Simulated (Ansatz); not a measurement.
A run of Ansatz (development build ahead of 0.2.0) on triplet H6 at this shape:

```yaml
atoms:
  - { symbol: H, position_ang: [0.9900, 0.0000, 0.0000] }
  - { symbol: H, position_ang: [0.4950, 0.8574, 0.0000] }
  - { symbol: H, position_ang: [-0.4950, 0.8574, 0.0000] }
  - { symbol: H, position_ang: [-0.9900, 0.0000, 0.0000] }
  - { symbol: H, position_ang: [-0.4950, -0.8573, 0.0000] }
  - { symbol: H, position_ang: [0.4950, -0.8573, 0.0000] }
```

Its results:

```json
{
  "Converged": "yes",
  "Total energy": "-2.97319 hartree",
  "Spin squared of the determinant": "2.073",
  "Stability test": "minimum"
}
```

Forces (eV/Å):
```
atom      Fx      Fy     Fz
  H1   3.240  -6.550  0.000
  H2  -4.049   6.081  0.001
  H3  -0.299   0.512  0.000
  H4  -3.240   6.551  0.000
  H5   4.049  -6.081  0.001
  H6   0.299  -0.512  0.000
```

(1) Which input gives this output? Name the method, the orbitals and the basis set, and write the input.

## Answers

(1) UHF in cc-pVDZ.

```yaml
crystal:
  periodic: [false, false, false]
  atoms:
    - { symbol: H, position_ang: [0.98998, -2.0e-05, -2.0e-05] }
    - { symbol: H, position_ang: [0.49497, 0.85737, 2.0e-05] }
    - { symbol: H, position_ang: [-0.49501, 0.85737, 3.0e-05] }
    - { symbol: H, position_ang: [-0.99002, 3.0e-05, -4.0e-05] }
    - { symbol: H, position_ang: [-0.49501, -0.85734, 1.0e-05] }
    - { symbol: H, position_ang: [0.49499, -0.85732, 4.0e-05] }
basis:
  gaussian: { orbitals: cc-pVDZ }
magnetization:
  spin_polarized: true
  initial_magnetization: 2
hamiltonian:
  xc: hf
output:
  forces: true
```

Caution: the determinant breaks the point group.
